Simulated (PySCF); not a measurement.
Species: C7H11ClSi.
Cartesian coordinates in Å at the PBE0-D3(BJ)/def2-SVP level; atoms count from 1:
```
atom  x, y, z in Å
C1    -3.5536    0.3744    0.5395
C2    -2.4018    1.2441    0.0370
C3    -1.1526    0.5149   -0.1200
C4    -0.1163   -0.1164   -0.2473
Si5    1.4416   -1.0362   -0.4370
Cl6    1.0681   -2.7343   -1.5689
C7     2.4568   -1.2270    1.1329
C8     3.2201    0.0426    0.6582
C9     2.9394    0.0134   -0.8716
H10   -3.3154   -0.0688    1.5172
H11   -3.7610   -0.4471   -0.1614
H12   -4.4684    0.9753    0.6468
H13   -2.6658    1.6995   -0.9332
H14   -2.2318    2.0873    0.7287
H15    1.9928   -1.1870    2.1274
H16    3.0950   -2.1230    1.0711
H17    4.2897    0.0547    0.9229
H18    2.7657    0.9413    1.1046
H19    3.6918   -0.5890   -1.4053
H20    2.8341    0.9826   -1.3772
```

All values: PBE0/pcSseg-1 (PySCF, non-relativistic), on one gas-phase PBE0-D3(BJ)/def2-SVP geometry that isn't relaxed in the solvent. The solvent is an IEF-PCM continuum (van der Waals radii × 1.2). The model holds no explicit solvent molecules, cavitation or dispersion.

| run | E − E(gas) (kJ/mol) | HOMO (eV) | HOMO–LUMO gap (eV) | dipole (D) |
| --- | --- | --- | --- | --- |
| gas | 0.00 | -7.64 | 7.47 | 2.79 |
| P | -16.42 | -7.69 | 7.45 | 3.54 |
| Q | -11.94 | -7.66 | 7.46 | 3.34 |

Q: The runs were made in acetonitrile and chloroform. Which run belongs to which solvent?

A: P = acetonitrile, Q = chloroform. The dielectric constants are 4.711 (chloroform), 35.69 (acetonitrile), and the energy falls further as ε rises. In this model the ground state sees the solvent through ε alone.

Q: How constant is the ratio of the lowering to (ε − 1)/(2ε + 1)?

A: 
| solvent | (ε − 1)/(2ε + 1) | E − E(gas) (kJ/mol) | ratio (kJ/mol) | polarisation term (kJ/mol) |
| --- | --- | --- | --- | --- |
| chloroform | 0.356 | -11.94 | -33.5 | -13.30 |
| acetonitrile | 0.479 | -16.42 | -34.3 | -19.06 |

The ratio changes by +2.1 % in size from chloroform to acetonitrile. The polarisation term is half the interaction of the solute with the induced surface charges.

Time: 75 s. Hardware: an Arm Neoverse N1 with one thread, on a shared host. This is the whole shielding run at PBE0/pcSseg-1 in acetonitrile, SCF included.
